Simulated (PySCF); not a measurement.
**A ladder for the ionisation energy of Zn**

Zn [Ar] 3d10 4s2 (1S) → Zn⁺ [Ar] 3d10 4s1 (2S). Scalar values calculated with PySCF 2.14 in x2c-TZVPPall with one added diffuse shell each of s, p, d, f type (spin-free X2C; valence: [Ar] frozen; valence and next inner shell: [Ne] frozen). The spin-orbit shift comes from two-component X2C-1e calculations (generalised Hartree-Fock, GHF, and MP2 on its spinors, GMP2) in x2c-QZVPPall-2c: GMP2 gives 9.255 eV without and 9.255 eV with screened spin-orbit coupling, a shift of 0.000 eV (GHF: 0.000 eV). Sums use unrounded values; where a UHF row is shifted, it takes the GHF shift.

```
                                method  scalar (eV)  plus spin-orbit shift (eV)  error (eV)
                                   UHF        7.789                       7.789      -1.605
                         MP2 (valence)        9.176                       9.176      -0.218
                     SCS-MP2 (valence)        9.192                       9.192      -0.202
                        CCSD (valence)        9.197                       9.197      -0.197
                     CCSD(T) (valence)        9.329                       9.329      -0.065
    MP2 (valence and next inner shell)        9.233                       9.234      -0.161
SCS-MP2 (valence and next inner shell)        9.226                       9.226      -0.168
   CCSD (valence and next inner shell)        9.194                       9.194      -0.200
CCSD(T) (valence and next inner shell)        9.343                       9.344      -0.051
                                   LDA        9.935                       9.936       0.542
                                   PBE        9.623                       9.623       0.229
                                  PBE0        9.297                       9.298      -0.097
                                r2SCAN        9.426                       9.426       0.032
                                revPBE        9.490                       9.490       0.096
                                PBEsol        9.590                       9.591       0.197
                               wB97M-V        9.432                       9.432       0.038
                                  PW91        9.690                       9.691       0.296
```

Reference: 9.394 eV (measured; NIST Atomic Spectra Database, ionization energies).

The errors of the correlated levels include the incompleteness of the basis and the frozen core, so a lower level can come closer by cancellation.
